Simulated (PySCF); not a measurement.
A run for PySCF: R-HF/STO-3G on CH3N (SMILES C[N]), 2S+1 = 1, a spin state set in the input, which need not be the lowest.

```python
from pyscf import gto, scf, dft, mp
from pyscf.data.elements import chemcore

mol = gto.M(
    atom='''
    C    -0.53329543    0.06063922    0.04042153
    N     0.85402072   -0.09710781   -0.06473114
    H    -0.87228028   -0.09288356    1.07789668
    H    -0.84183915    1.07256138   -0.26885017
    H    -1.06425307   -0.66375846   -0.59845768
    ''',
    basis='sto-3g',
    charge=0, spin=0, verbose=3, max_memory=1800)
mf = scf.RHF(mol)
mf.conv_tol = 1e-8
mf.max_cycle = 100
mf.kernel()
if not mf.converged:
    mf = mf.newton().run(mf.mo_coeff, mf.mo_occ)
```

The log:

```
converged SCF energy = -92.7309441602269
```

The calculation finished and met its thresholds.

Cost: roughly 0.10 core-seconds.
